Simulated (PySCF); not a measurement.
BeO, SMILES [Be]=[O].

Geometry: B3LYP-D3(BJ)/def2-TZVPD.

Two levels are set side by side: PBE/def2-TZVPD (PySCF) and r2SCAN/def2-TZVPD (PySCF). Same geometry, gas phase. Differences are taken from unrounded values.

```json
[
 {"quantity": "orbital gap (eV)", "r2SCAN": "2.05"},
 {"quantity": "highest occupied level (eV)", "r2SCAN": "-6.29"},
 {"quantity": "lowest empty level (eV)", "r2SCAN": "-4.25"},
 {"quantity": "dipole moment (D)", "r2SCAN": "6.32"},
 {"quantity": "mean polarisability (bohr³)", "r2SCAN": "29.2"}
]
```

Q: What does PBE give, and how far is it from r2SCAN? (An estimate is asked for; the answer gives what the named calculation found.)

A: 
| quantity | PBE | PBE minus r2SCAN |
|---|---|---|
| orbital gap (eV) | 1.38 | -0.66 |
| highest occupied level (eV) | -6.18 | 0.12 |
| lowest empty level (eV) | -4.79 | -0.55 |
| dipole moment (D) | 5.98 | -0.34 |
| mean polarisability (bohr³) | 30.8 | 1.6 |

Rough cost on one machine, each run with all the roots and properties that it gave: r2SCAN against PBE about 6 times.
